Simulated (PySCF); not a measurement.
PySCF input (HF/def2-TZVPD):

```python
from pyscf import gto, scf, dft

mol = gto.M(
    atom='''
    B     0.04258959    0.75223681   -0.02933815
    O     1.39717773    0.54891874   -0.05499463
    C     1.98046181   -0.67390060   -0.02334560
    O    -0.79621940   -0.30712183    0.03112602
    C    -2.20876134   -0.15348079    0.06007564
    H    -0.34534936    1.87891785   -0.06217413
    H     3.05686825   -0.67506447   -0.04976574
    H     1.36564447   -1.55861766    0.02504349
    H    -2.63776068   -0.67136997   -0.79836622
    H    -2.59416205   -0.60467550    0.97498639
    H    -2.49605805    0.89953864    0.02753568
    ''',
    basis='def2-tzvpd',
    charge=0,
    spin=1,
    verbose=4,
)

mf = scf.UHF(mol).density_fit(auxbasis='def2-universal-jkfit')
mf.conv_tol = 1e-9
mf.max_cycle = 100
mf.max_memory = 1500
mf.kernel()
if not mf.converged:
    mf = mf.newton()
    mf.kernel(mf.make_rdm1())
for _ in range(2):
    mo, _, stable, _ = mf.stability(return_status=True)
    if stable:
        break
    mf.kernel(mf.make_rdm1(mo, mf.mo_occ))
mf.analyze()
```

Output:

```
PySCF version 2.14.0

[INPUT] verbose = 4
[INPUT] num. atoms = 11
[INPUT] num. electrons = 39
[INPUT] charge = 0
[INPUT] spin (= nelec alpha-beta = 2S) = 1
[INPUT] symmetry False subgroup None
[INPUT] Mole.unit = angstrom
[INPUT] Symbol           X                Y                Z      unit          X                Y                Z       unit  Magmom
[INPUT]  1 B      0.042589590000   0.752236810000  -0.029338150000 AA    0.080482660858   1.421521551716  -0.055441068501 Bohr   0.0
[INPUT]  2 O      1.397177730000   0.548918740000  -0.054994630000 AA    2.640283257042   1.037306083241  -0.103924789022 Bohr   0.0
[INPUT]  3 C      1.980461810000  -0.673900600000  -0.023345600000 AA    3.742530421060  -1.273487569180  -0.044116790214 Bohr   0.0
[INPUT]  4 O     -0.796219400000  -0.307121830000   0.031126020000 AA   -1.504636601066  -0.580376145575   0.058819653148 Bohr   0.0
[INPUT]  5 C     -2.208761340000  -0.153480790000   0.060075640000 AA   -4.173954007127  -0.290036658482   0.113526506358 Bohr   0.0
[INPUT]  6 H     -0.345349360000   1.878917850000  -0.062174130000 AA   -0.652615707694   3.550640147057  -0.117492077733 Bohr   0.0
[INPUT]  7 H      3.056868250000  -0.675064470000  -0.049765740000 AA    5.776643791378  -1.275686964725  -0.094043618986 Bohr   0.0
[INPUT]  8 H      1.365644470000  -1.558617660000   0.025043490000 AA    2.580694031827  -2.945360510310   0.047325337303 Bohr   0.0
[INPUT]  9 H     -2.637760680000  -0.671369970000  -0.798366220000 AA   -4.984645267347  -1.268705371557  -1.508693502904 Bohr   0.0
[INPUT] 10 H     -2.594162050000  -0.604675500000   0.974986390000 AA   -4.902255797240  -1.142671089234   1.842457252278 Bohr   0.0
[INPUT] 11 H     -2.496058050000   0.899538640000   0.027535680000 AA   -4.716866105516   1.699881668064   0.052034893854 Bohr   0.0

nuclear repulsion = 165.090903432154
number of shells = 97
number of NR pGTOs = 332
number of NR cGTOs = 245
basis = def2-tzvpd
ecp = {}

******** <class 'pyscf.df.df_jk.DFUHF'> ********
method = DFUHF
initial guess = minao
damping factor = 0
level_shift factor = 0
DIIS = <class 'pyscf.scf.diis.CDIIS'>
diis_start_cycle = 1
diis_space = 8
diis_damp = 0
SCF conv_tol = 1e-09
SCF conv_tol_grad = None
SCF max_cycles = 100
direct_scf = False
number electrons alpha = 20  beta = 19
Set gradient conv threshold to 3.16228e-05
******** <class 'pyscf.df.df.DF'> ********
auxbasis = def2-universal-jkfit
init E= -254.454739439637
  alpha nocc = 20  HOMO = -0.0701004570388548  LUMO = 0.0460174252849549
  beta  nocc = 19  HOMO = -0.380253332094525  LUMO = -0.0701004570388513

WARN: HOMO -0.0701004570388548 >= LUMO -0.0701004570388513

cycle= 1 E= -253.668337300622  delta_E= 0.786  |g|= 0.465  |ddm|= 1.73
  alpha nocc = 20  HOMO = -0.318697322776401  LUMO = 0.0736844855446722
  beta  nocc = 19  HOMO = -0.439192968724099  LUMO = 0.0533676925718396
  HOMO = -0.318697322776  LUMO = 0.0533676925718  gap/eV = 10.12440
cycle= 2 E= -253.754047792014  delta_E= -0.0857  |g|= 0.25  |ddm|= 0.617
  alpha nocc = 20  HOMO = -0.315146291508682  LUMO = 0.0768476981713219
  beta  nocc = 19  HOMO = -0.482637374542944  LUMO = 0.0546428120940696
  HOMO = -0.315146291509  LUMO = 0.0546428120941  gap/eV = 10.06247
[...]
  beta  nocc = 19  HOMO = -0.470978365189125  LUMO = 0.0553147658284558
  HOMO = -0.327677767629  LUMO = 0.0553147658285  gap/eV = 10.42176
Extra cycle  E= -253.77908632305  delta_E= -7.05e-11  |g|= 4.95e-06  |ddm|= 1.2e-05
converged SCF energy = -253.77908632305  <S^2> = 0.76317854  2S+1 = 2.0131354
uhf_internal: lowest eigs of H = [0.41769171 0.42800406 0.46706768]
<class 'pyscf.df.df_jk.DFUHF'> wavefunction is stable in the internal stability analysis
**** SCF Summaries ****
Total Energy =                        -253.779086323050080
Nuclear Repulsion Energy =             165.090903432154107
One-electron Energy =                 -673.620178996271761
Two-electron Energy =                  254.750189241067574
Two-electron Coulomb Energy =          287.760837519529730
DFT Exchange-Correlation Energy =      -33.010648278462156
HOMO-LUMO gap [eV] =                    10.421757670693090
**** MO energy ****
                             alpha | beta                alpha | beta
MO #1   energy= -20.5751581092009  | -20.5721908461004  occ= 1 | 1
MO #2   energy= -20.5701325519042  | -20.5701796295982  occ= 1 | 1
MO #3   energy= -11.2863720727498  | -11.2863796452535  occ= 1 | 1
MO #4   energy= -11.2729111489317  | -11.2486215946897  occ= 1 | 1
MO #5   energy= -7.64141082855189  | -7.64095142231252  occ= 1 | 1
MO #6   energy= -1.40777261567852  | -1.39890306413807  occ= 1 | 1
MO #7   energy= -1.36982767330834  | -1.36449474119501  occ= 1 | 1
MO #8   energy= -0.952805082754445 | -0.95095971534527  occ= 1 | 1
MO #9   energy= -0.930421522303099 | -0.868689050729877 occ= 1 | 1
MO #10  energy= -0.741340745607825 | -0.73174446879128  occ= 1 | 1
MO #11  energy= -0.695264718417473 | -0.690048257497949 occ= 1 | 1
MO #12  energy= -0.672854080147367 | -0.663533738163028 occ= 1 | 1
MO #13  energy= -0.648534179881459 | -0.644137607432919 occ= 1 | 1
MO #14  energy= -0.61518167174006  | -0.609900970700014 occ= 1 | 1
MO #15  energy= -0.605845422147204 | -0.551546001277321 occ= 1 | 1
MO #16  energy= -0.542062225460366 | -0.541158850449025 occ= 1 | 1
MO #17  energy= -0.509968174128378 | -0.50649799022105  occ= 1 | 1
MO #18  energy= -0.48317014266898  | -0.481572915577434 occ= 1 | 1
MO #19  energy= -0.478611403559589 | -0.470978365189125 occ= 1 | 1
MO #20  energy= -0.327677767629165 | 0.0553147658284558 occ= 1 | 0
MO #21  energy= 0.0549162291904501 | 0.0781835533214396 occ= 0 | 0
MO #22  energy= 0.0780404526548085 | 0.0851197900186622 occ= 0 | 0
MO #23  energy= 0.0830569909704823 | 0.0932521777230228 occ= 0 | 0
MO #24  energy= 0.0922452259105516 | 0.107433486825354  occ= 0 | 0
MO #25  energy= 0.106625422144898  | 0.109837109214431  occ= 0 | 0
MO #26  energy= 0.121001257938517  | 0.121811576035519  occ= 0 | 0
MO #27  energy= 0.129784929599428  | 0.130754070585058  occ= 0 | 0
MO #28  energy= 0.138603414989491  | 0.139485726317845  occ= 0 | 0
MO #29  energy= 0.155891808017252  | 0.162576963392089  occ= 0 | 0
MO #30  energy= 0.161923672611632  | 0.16652644703304   occ= 0 | 0
MO #31  energy= 0.165822657375236  | 0.192649638258186  occ= 0 | 0
MO #32  energy= 0.19125864733267   | 0.193465024766654  occ= 0 | 0
MO #33  energy= 0.193418304400181  | 0.194345239932095  occ= 0 | 0
MO #34  energy= 0.210265982960825  | 0.212029269560092  occ= 0 | 0
MO #35  energy= 0.21816354537994   | 0.219722942159026  occ= 0 | 0
MO #36  energy= 0.221639022762368  | 0.228762791230439  occ= 0 | 0
MO #37  energy= 0.23044506642032   | 0.233754668414684  occ= 0 | 0
MO #38  energy= 0.232308938882276  | 0.239986708280342  occ= 0 | 0
MO #39  energy= 0.23841989438782   | 0.247019078139274  occ= 0 | 0
MO #40  energy= 0.279775834788248  | 0.282070192526246  occ= 0 | 0
MO #41  energy= 0.28901534208443   | 0.290675112863039  occ= 0 | 0
MO #42  energy= 0.28951797149847   | 0.293543602244528  occ= 0 | 0
MO #43  energy= 0.293286115722942  | 0.306951694473592  occ= 0 | 0
MO #44  energy= 0.304275956791915  | 0.310654681940568  occ= 0 | 0
MO #45  energy= 0.312885307295441  | 0.31307403843791   occ= 0 | 0
MO #46  energy= 0.313758831337357  | 0.317057207003035  occ= 0 | 0
MO #47  energy= 0.329601606325866  | 0.329996541783701  occ= 0 | 0
MO #48  energy= 0.336444198386879  | 0.336493788725595  occ= 0 | 0
MO #49  energy= 0.34330403237253   | 0.349861924798331  occ= 0 | 0
MO #50  energy= 0.354393386882041  | 0.362908596394391  occ= 0 | 0
MO #51  energy= 0.36018781210207   | 0.363169815644611  occ= 0 | 0
MO #52  energy= 0.36668877030796   | 0.367918268739456  occ= 0 | 0
MO #53  energy= 0.381012777585986  | 0.381260627870075  occ= 0 | 0
MO #54  energy= 0.382971282681594  | 0.385186825289667  occ= 0 | 0
MO #55  energy= 0.387317762727554  | 0.388440439883648  occ= 0 | 0
MO #56  energy= 0.394578145938151  | 0.395524946033661  occ= 0 | 0
MO #57  energy= 0.401768507437351  | 0.402756274328004  occ= 0 | 0
MO #58  energy= 0.408928056066953  | 0.417994339281848  occ= 0 | 0
MO #59  energy= 0.409852782097961  | 0.418129593992808  occ= 0 | 0
MO #60  energy= 0.421249479540957  | 0.426505203306408  occ= 0 | 0
MO #61  energy= 0.423311345114609  | 0.429580470937942  occ= 0 | 0
MO #62  energy= 0.440984368925095  | 0.444655869429684  occ= 0 | 0
MO #63  energy= 0.448126104051461  | 0.44976401248046   occ= 0 | 0
MO #64  energy= 0.457817359033678  | 0.461558781888572  occ= 0 | 0
MO #65  energy= 0.464549799036586  | 0.467792007630408  occ= 0 | 0
MO #66  energy= 0.466112985313439  | 0.470906937061866  occ= 0 | 0
MO #67  energy= 0.471542187924433  | 0.477251995233646  occ= 0 | 0
MO #68  energy= 0.48952005372568   | 0.493526532745031  occ= 0 | 0
MO #69  energy= 0.491361718876807  | 0.498496223075138  occ= 0 | 0
MO #70  energy= 0.504531895184365  | 0.506179352667764  occ= 0 | 0
MO #71  energy= 0.508377787182278  | 0.516106977013365  occ= 0 | 0
MO #72  energy= 0.525451704498256  | 0.530598599914506  occ= 0 | 0
MO #73  energy= 0.532808296695448  | 0.534775972550181  occ= 0 | 0
MO #74  energy= 0.553841551009387  | 0.555152099528711  occ= 0 | 0
MO #75  energy= 0.562762523940772  | 0.57031398346683   occ= 0 | 0
MO #76  energy= 0.567345556909993  | 0.580006699585382  occ= 0 | 0
MO #77  energy= 0.576120611330978  | 0.596031268436875  occ= 0 | 0
MO #78  energy= 0.597500339333808  | 0.599934160160882  occ= 0 | 0
MO #79  energy= 0.600178437471924  | 0.607888130996255  occ= 0 | 0
MO #80  energy= 0.616227313923674  | 0.623550476853942  occ= 0 | 0
MO #81  energy= 0.629161047219544  | 0.630614092607136  occ= 0 | 0
MO #82  energy= 0.66450090313251   | 0.665457525989332  occ= 0 | 0
MO #83  energy= 0.671806510578647  | 0.674438569779187  occ= 0 | 0
MO #84  energy= 0.687670631943579  | 0.69845802686667   occ= 0 | 0
MO #85  energy= 0.706146810848055  | 0.710824661211905  occ= 0 | 0
MO #86  energy= 0.729914500653937  | 0.732825848135269  occ= 0 | 0
MO #87  energy= 0.743713970577687  | 0.74816207070143   occ= 0 | 0
MO #88  energy= 0.747666846733053  | 0.748752633559404  occ= 0 | 0
MO #89  energy= 0.754124028117738  | 0.757049967873163  occ= 0 | 0
MO #90  energy= 0.766995270752038  | 0.768922030341536  occ= 0 | 0
MO #91  energy= 0.772094226011201  | 0.773327931797098  occ= 0 | 0
MO #92  energy= 0.799930350956361  | 0.803298910645585  occ= 0 | 0
MO #93  energy= 0.814519631081109  | 0.815793662354046  occ= 0 | 0
MO #94  energy= 0.824829786710786  | 0.832195240218587  occ= 0 | 0
MO #95  energy= 0.850888533679786  | 0.859647582424991  occ= 0 | 0
MO #96  energy= 0.880979217169883  | 0.884103810280931  occ= 0 | 0
MO #97  energy= 0.888897905948738  | 0.891324407680508  occ= 0 | 0
MO #98  energy= 0.899232337599212  | 0.904461352771485  occ= 0 | 0
MO #99  energy= 0.9176288026406    | 0.920453655148078  occ= 0 | 0
MO #100 energy= 0.922323732758434  | 0.926803569035457  occ= 0 | 0
MO #101 energy= 0.930885590740621  | 0.93553085820551   occ= 0 | 0
MO #102 energy= 0.940148213748849  | 0.944913187173253  occ= 0 | 0
MO #103 energy= 0.95554988546727   | 0.958453677386562  occ= 0 | 0
MO #104 energy= 0.982662035748287  | 1.00238558525452   occ= 0 | 0
[...]
```

It need not be the lowest isomer of its formula.
